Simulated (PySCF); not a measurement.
## Do core-level shifts follow atomic charges?

Compound: C6H12OSi2.
Atom-mapped SMILES: `[CH3:1][C:2]#[C:3][Si@@H:4]1[O:5][SiH2:6][CH2:7][C@H:8]1[CH3:9]`

Cartesian coordinates in Å at the PBE0-D3(BJ)/def2-SVP level; atoms count from 1:
```
atom  x, y, z in Å
C1     4.1489    0.0280    1.2488
C2     2.8598   -0.1809    0.6180
C3     1.7772   -0.3512    0.0829
Si4    0.1355   -0.6260   -0.6597
O5    -0.0079    0.1172   -2.1592
Si6   -1.3671    1.0908   -2.3367
C7    -2.3105    0.6369   -0.7583
C8    -1.2524    0.2508    0.2988
C9    -1.8123   -0.5040    1.4978
H10    4.7285   -0.9078    1.2849
H11    4.7400    0.7719    0.6923
H12    4.0289    0.3940    2.2804
H13   -0.0863   -2.0953   -0.8008
H14   -0.9677    2.5302   -2.3860
H15   -2.0937    0.7504   -3.5944
H16   -2.9481   -0.2376   -0.9854
H17   -2.9865    1.4304   -0.3973
H18   -0.7733    1.1815    0.6601
H19   -2.2734   -1.4566    1.1893
H20   -1.0253   -0.7400    2.2322
H21   -2.5868    0.0830    2.0184
```

Binding energies: delta-SCF UKS SCAN, pcX-2 on the ionised atom, pcseg-1 elsewhere, spin-free X2C (PySCF 2.14.0). Charges: PBE0/pcSseg-1 ground-state density, for the ionised atom.

| atom | environment | C 1s (eV) | Mulliken (e) | IAO (e) | Hirshfeld (e) | ESP (e) |
| --- | --- | --- | --- | --- | --- | --- |
| C3 | alkyne carbon | 289.48 | -0.394 | -0.400 | -0.184 | -0.629 |
| C8 | sp3 carbon bound to silicon | 290.00 | -0.625 | -0.382 | -0.108 | +0.084 |
| C7 | sp3 carbon bound to silicon | 290.01 | -0.510 | -0.554 | -0.163 | -0.578 |
| C2 | alkyne carbon | 290.34 | -0.124 | +0.017 | -0.016 | +0.324 |
| C9 | methyl carbon | 290.48 | -0.217 | -0.401 | -0.115 | -0.512 |
| C1 | propargylic carbon | 291.71 | -0.189 | -0.432 | -0.090 | -0.549 |

How well does each charge scheme correlate with the binding energies over these sites?

Mulliken: r = 0.56, slope 2.1 eV per e; Hirshfeld: r = 0.48, slope 6.1 eV per e; IAO: r = 0.00, slope 0.0 eV per e; ESP: r = -0.08, slope -0.2 eV per e. Mulliken charges have the highest r, on only 6 points.

The point-charge model writes a binding energy as kq + V + constant, with V the potential of the other atoms' charges at the site. What does it give with the Mulliken charges?

V = Σ 14.40 eV Å × q/r over all other atoms: +2.97 eV at C3, +4.62 eV at C8, +4.63 eV at C7, -1.73 eV at C2, +1.36 eV at C9, +3.78 eV at C1. Fitting binding energy − V to q gives k = 11.5 eV per e and leaves an rms residual of 1.09 eV, against 0.57 eV for the fit on q alone. The model has no term for differences in relaxation between sites.

The unrestricted hole states depart most from a pure doublet (⟨S²⟩ = 0.75; over 0.85 named) for C 1s of C2 (0.86), which makes this value less certain. Geometry: PBE0-D3(BJ)/def2-SVP, one conformer, isolated molecule.
